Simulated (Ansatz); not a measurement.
Stepwise reaction of `N#[C][SnH2][C]#N` with hydrogen fluoride, as a gas-phase model of exchange steps in deposition or etching. ΔE in kJ/mol; ΔG adds harmonic PBE0-D4 terms to CCSD(T)/CBS, at 1 bar.

Gas-phase electronic energies from Ansatz, PBE0-D4/def2-TZVP geometries. CBS: MP2 limit from def2 TZ/QZ plus the TZ coupled-cluster correction, frozen cores. This one scheme is used for every species. DFT in def2-TZVPP. B3LYP here is the variant with VWN-RPA as its local correlation; programs differ in this. def2 core potentials past Kr. For Sn outer-core shells are correlated without core-valence functions, which leaves a few kJ/mol of doubt a bond.

| step | reaction | PBE-D4 | B3LYP-D4 | ωB97M-V | CCSD(T)/CBS | ΔG(400 K) |
| --- | --- | --- | --- | --- | --- | --- |
| 1 | `N#[C][SnH2][C]#N` + H–F → `N#[C][SnH2][F]` + `C#N` | -36.3 | -40.1 | -35.1 | -28.5 | -31.1 |

Q: Give the row of step 2, `N#[C][SnH2][F]` + H–F → `[F][SnH2][F]` + `C#N`. (An estimate is asked.)

A: The calculation gave: 
```tsv
step	reaction	PBE-D4	B3LYP-D4	ωB97M-V	CCSD(T)/CBS	ΔG(400 K)
2	`N#[C][SnH2][F]` + H–F → `[F][SnH2][F]` + `C#N`	-44.3	-47.0	-42.2	-37.5	-35.1
```

Q: By hand: ΔE of the 2 steps together at CCSD(T)/CBS.

A: (-28.5) + (-37.5) = -66.0 kJ/mol, or -33.0 kJ/mol a step.

In ΔE each step is lower than the one before. All are downhill at CCSD(T)/CBS. ΔG lies between -35.1 and -31.1 kJ/mol a step. PBE-D4 differs from CCSD(T)/CBS by -7.8 to -6.8 kJ/mol a step. Isolated molecules leave out the surface, adducts and barriers. Largest T1 diagnostic: 0.015.
